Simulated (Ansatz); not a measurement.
Program: Ansatz 0.2.0.

Basis-set series for `FCC(F)(F)C(F)(F)F`. The species carries charge 0 and has multiplicity 1. The geometry is a stationary point of PBE0-D4/def2-TZVP. It is one conformer, not always the lowest.

```
functional       basis  functions  energy (Eh)  HOMO (eV)  LUMO (eV)
   PBE0-D4    def2-SVP        136   -713.34386     -10.01       1.43
   PBE0-D4  def2-TZVPP        307   -714.20209     -10.20       0.86
   ωB97M-V    def2-SVP        136   -713.84509     -12.40       3.51
   ωB97M-V  def2-TZVPP        307   -714.72149     -12.61       2.67
```

Task: Give the rows for def2-QZVPP. (Best estimate.)

Result: The calculation gave: 
```csv
functional,basis,functions,energy (Eh),HOMO (eV),LUMO (eV)
PBE0-D4,def2-QZVPP,573,-714.23776,-10.24,0.54
ωB97M-V,def2-QZVPP,573,-714.75505,-12.66,1.87
```

Positive LUMOs are unbound and depend on the basis.
